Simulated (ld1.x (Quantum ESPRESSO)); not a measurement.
## Transferability test, TM potential for bismuth

```json
{
  "Element": "Bi",
  "Generator": "ld1.x (Quantum ESPRESSO) 7.5",
  "Type": "norm-conserving Troullier–Martins (Kleinman–Bylander form)",
  "Functional": "PBE",
  "Relativity": "scalar-relativistic",
  "Frozen core": "[Xe] 4f14",
  "Valence charge": "15",
  "Reference configuration": "5d10 6s2 6p2.5 (charge +0.5)",
  "Partial waves": "6s (bound): rc 1.95 bohr; 5d (bound): rc 1.50 bohr; 6p (bound): rc 2.25 bohr",
  "Local potential": "the p channel",
  "Core correction": "a·sin(br)/r model core, default radius (core density twice the valence density)"
}
```

Energies are relative to the spin-unpolarised reference configuration 5d10 6s2 6p2.5; without spin polarisation the order of configurations can differ from experiment.

| valence configuration | charge | ΔE all-electron (eV) | error AE − PS (meV) |
| --- | --- | --- | --- |
| 5d10 6s2 6p3 | 0 | -3.097 | +1.7 |
| 5d10 6s2 6p2 | +1 | 4.816 | -2.1 |
| 5d10 6s2 6p1 | +2 | 20.063 | -10 |
| 5d10 6s1 6p4 | 0 | 6.985 | -9.2 |
| 5d9 6s2 6p3 | +1 | 30.225 | -255 |

Q: What are ΔE and the potential's error for 5d10 6s1 6p0?

A: ΔE = 88.811 eV all-electron; the error (AE − PS) is -79 meV.

Q: What are ΔE and the potential's error for 5d9 6s2 6p4?

A: ΔE = 21.110 eV all-electron; the error (AE − PS) is -299 meV.

Levels in the configuration 5d10 6s1 6p0:

```
level  all-electron (eV)  pseudo (eV)
   5d            -67.457      -67.310
   6s            -50.924      -50.976
```
